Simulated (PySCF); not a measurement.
# Correlation energy of In (indium, neutral)

[Kr] 4d10 5s2 5p1, 2P determinant. Calculation: PySCF 2.14, in def2-TZVPPD with the def2 core potential (28 electrons) (7s5p4d2f, 56 functions); a scalar-relativistic core potential. Frozen: nothing; 21 electrons correlated.

| level | correlation energy (mhartree) |
| --- | --- |
| CCSD | -303.02 |
| (T) | -8.74 |
| CCSD(T) | -311.76 |

Diagnostics: T1 = 0.014, D1 = 0.0560, largest double amplitude 0.058.

Cost of the coupled-cluster step: of the order of 28 core-seconds, for 21 correlated electrons.

The basis has no tight functions for the innermost shells, so their pair energies are far from complete.

This basis was not built for core-valence correlation, so the inner-shell part is incomplete.
